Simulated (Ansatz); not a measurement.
Two isomers of CH8O2Si2: A = `CO[SiH2][SiH2]O`, B = `CO[SiH](O)[SiH3]`.

Computed with Ansatz on PBE0-D4/def2-TZVP structures; ΔE is electronic, products minus reactants. CBS: MP2 limit from def2 TZ/QZ plus the TZ coupled-cluster correction, frozen cores. DFT in def2-TZVPP. Each species was taken in one conformer, which may not be the lowest.

Question: Which is lower in electronic energy at CCSD(T)/CBS, and by how much? (An estimate is asked.)

Answer: Ansatz gave: B, by 7.2 kcal/mol.

Question: Give E(B) − E(A) in kcal/mol with r2SCAN-D4, LDA (SPW92), PBE0-D4, CCSD/def2-TZVPP, CCSD(T)/def2-TZVPP, B2PLYP, BLYP-D4. (Best estimate.)

Answer: Ansatz gave: r2SCAN-D4 -7.4, LDA (SPW92) -7.3, PBE0-D4 -7.3, CCSD/def2-TZVPP -7.4, CCSD(T)/def2-TZVPP -7.4, B2PLYP -7.2, BLYP-D4 -7.0. None reverses the order clearly.

Largest T1 diagnostic: 0.012.

Leaving LDA and LC-ωPBE aside and taking each functional with its dispersion term where it has one, the values, not all of them listed here, spread over 0.4 kcal/mol, from r2SCAN-D4 to BHLYP-D4.
